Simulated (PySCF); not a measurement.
Gas-phase reaction: 4 In(CH3)3 + C4H8 (trans-2-butene) = 4 InCH3 + 4 C3H8, at 1200 K and a standard pressure of 1 bar. Level: PBE/def2-TZVP†.

Energies from PySCF, thermal terms from the rigid-rotor harmonic-oscillator model, ideal gas at 1 bar. † marks an energy on the PBE0/def2-TZVP geometry and frequencies. All species are closed-shell singlets. In: scalar-relativistic def2 core potential, no spin-orbit coupling. Methyl groups turn as free rotors in In(CH3)3. InCH3: computed as isolated molecules; such fragments, hydroxides, amides, oligomers or adducts are transient or little studied in the gas. The harmonic model lacks anharmonicity and excited electronic states, which grow with temperature; levels with a mode under 35 cm⁻¹ are left out. Internal rotation in C4H8 (trans-2-butene), C3H8 is treated as a harmonic vibration of one conformer, which makes the entropy rough. Soft modes under 120 cm⁻¹ make the harmonic entropy rough for In(CH3)3.

```tsv
species	E (Ha)	H(1200 K) − E (kJ/mol)	S°(1200 K) (J/mol/K)
In(CH3)3	-309.71852	463.5	606.4
C4H8 (trans-2-butene)	-157.05191	447.0	497.4
InCH3	-229.99606	164.7	354.5
C3H8	-119.00100	414.2	446.6
```
E: electronic energy; H − E holds the zero-point and thermal terms. 1 Ha = 2625.5 kJ/mol.

Task: Work out ΔH°, ΔS°, ΔG° and log10 K from these numbers.

Result: 1. ΔE = 4×(-229.99606) + 4×(-119.00100) − 4×(-309.71852) − 1×(-157.05191) = -0.06225 Ha = -163.4 kJ.
2. Δ(H − E) = 4×(164.7) + 4×(414.2) − 4×(463.5) − 1×(447.0) = 14.6 kJ, so ΔH° = -148.8 kJ.
3. ΔS° = 4×(354.5) + 4×(446.6) − 4×(606.4) − 1×(497.4) = 281.4 J/K; the number of gas molecules changes by +3.
4. ΔG° = ΔH° − TΔS° = -148.8 − 1200×(281.4)/1000 = -486.5 kJ.
5. log10 K = −ΔG°/(RT ln 10) = 21.18, with RT ln 10 = 22.97 kJ/mol; at standard pressures the products are favoured.
6. A shift of 10 kJ in ΔE would move log10 K by 0.44 here.
For scale, ΔH°(298 K) is -119 kJ at this level, -63 kJ at ωB97M-V/def2-TZVP†, and runs from -209 to -37 kJ over the 15 levels computed.
